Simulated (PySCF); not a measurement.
**How methods differ on the excitation energy of Sc(2+)**

Sc(2+) [Ar] 3d1 (2D) → Sc(2+) [Ar] 4s1 (2S), as a difference of total energies. Computed with PySCF 2.14 in aug-cc-pwCVTZ (10s9p7d4f3g, 127 functions), with no relativity, point nucleus. Correlated levels: valence and next inner shell: [Ne] frozen; nothing frozen. The calculations carry no spin-orbit coupling.

```csv
method,excitation energy (eV)
UHF,3.165
LDA,3.663
PBE,3.761
PBE0,3.774
r2SCAN,4.006
revPBE,3.835
PW91,3.813
M06-2X,3.456
MP2 (valence and next inner shell),3.183
SCS-MP2 (valence and next inner shell),3.239
MP2 (all electrons),3.191
SCS-MP2 (all electrons),3.241
```

**Question.** How much does correlation contribute at MP2 (all electrons)?

**Answer.** 3.191 − (3.165) = 0.026 eV, measured against UHF.

A first-order spin-orbit estimate (lowest level to lowest level, LS coupling) adds 0.019 eV.
